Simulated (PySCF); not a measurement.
Species: BF2H5P2.
InChI=1S/BF2H5P2/c1-5(2,3)4/h4H2,1H3

Method: MP2 and CCSD/aug-cc-pVDZ in PySCF, restricted Hartree–Fock reference, frozen core, non-relativistic, gas phase, PBE0-D3(BJ)/def2-SVP geometry.

E(HF) = -907.99876 Eh.

Question: How large is the problem?

Answer: 168 basis functions and 58 electrons; 13 orbitals frozen, which leaves o = 16 correlated occupied and v = 139 virtual orbitals. That is o·v = 2224 singles and o·v(o·v + 1)/2 = 2474200 distinct closed-shell doubles amplitudes before symmetry; the costliest CCSD step grows as o²v⁴ = 9.6 × 10^10.

Question: What are the MP2 and CCSD correlation energies?

Answer: MP2 -0.7811 Eh and CCSD -0.8315 Eh, which gives totals of -908.77987 and -908.83029 Eh. That is 0.707 eV for each correlated electron at CCSD (2183 kJ/mol in all, 0.091 % of the total energy); MP2 gives 93.9 % of the CCSD value.

Question: What is the T1 diagnostic?

Answer: 0.0152, below the customary warning level of 0.02. It is the norm of the spatial-orbital singles amplitudes over the root of the number of correlated electrons, so the norm is 0.086.

Question: How does correlation change the dipole moment?

Answer: HF gives 3.55 D and CCSD (unrelaxed density) 3.34 D, a change of -0.21 D.

Connected triples and the basis-set limit are missing.

Conformer computed: `[BH3-:1][P+:2]([F:3])([F:4])[PH2:5]`: H–P5–P2–B1 -47°, H–P5–P2–B1 46°.

One conformer stands for the species.
